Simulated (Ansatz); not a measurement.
Compare A (`CCB(N)O`) with its isomer B (`BNCOC`).

Isolated molecules relaxed with PBE0-D4/def2-TZVP in Ansatz; ΔE leaves out vibrations. CCSD(T)/CBS is the MP2 limit (def2-TZVPP, def2-QZVPP) plus CCSD(T) − MP2 in def2-TZVPP, frozen cores. Functionals use def2-TZVPP. B3LYP here is the variant with VWN-RPA as its local correlation; programs differ in this. Each species was taken in one conformer, which may not be the lowest.

(1) Which isomer does CCSD(T)/CBS put lower? Give the gap. (Estimate.)

(2) Give E(B) − E(A) in kcal/mol with PBE-D4, B3LYP, CCSD(T)/def2-TZVPP, HF/def2-TZVPP, r2SCAN-D4, MP2/def2-TZVPP, CCSD/def2-TZVPP. (Best estimate.)

Largest T1 diagnostic: 0.012.

## Answers

(1) Ansatz gave: A, by 67.6 kcal/mol.

(2) Computed: PBE-D4 64.8, B3LYP 64.4, CCSD(T)/def2-TZVPP 66.3, HF/def2-TZVPP 64.1, r2SCAN-D4 67.2, MP2/def2-TZVPP 68.9, CCSD/def2-TZVPP 66.6. None reverses the order clearly.

In def2-TZVPP, CCSD(T) changes the Hartree–Fock value by +2.2 kcal/mol (the triples alone add −0.3 kcal/mol) and MP2 by +4.8 kcal/mol. From PBE to PBE0 (25 % exact exchange), in def2-TZVPP and without D4, E(B) − E(A) moves by +1.7 kcal/mol.
